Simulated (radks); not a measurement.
Values are calculated unless marked as measured or tabulated.
Valence configurations of Fe II (all share [Ar]). Code: a radial shooting solver on a logarithmic mesh with Libxc functionals. Model: non-relativistic Kohn-Sham, r2SCAN, spin-polarised, spherical densities, point nucleus; open shells are filled with parallel spins first; meta-GGA in the generalised Kohn-Sham scheme. Order these by energy: 3d5.5 4s1.5; 3d7; 3d6 4p1; 3d4.5 4s1.5 4p1; 3d4 4s1.5 4p1.5; 3d5 4p2; 3d5 4s1 4p1; 3d6 4s1; 3d4.5 4s1 4p1.5; 3d5.5 4s1 4p0.5.

Answer. From the lowest, in eV above it: 3d6 4s1 0.000; 3d7 0.840; 3d5.5 4s1.5 1.474; 3d5.5 4s1 4p0.5 2.803; 3d6 4p1 5.299; 3d5 4s1 4p1 6.314; 3d5 4p2 12.321; 3d4.5 4s1.5 4p1 13.777; 3d4.5 4s1 4p1.5 14.797; 3d4 4s1.5 4p1.5 23.698. NIST lists [Ar] 3d6 4s1 as the ground configuration; this level of theory agrees among the configurations tried. The energies are those of spherical high-spin densities, not of single terms.
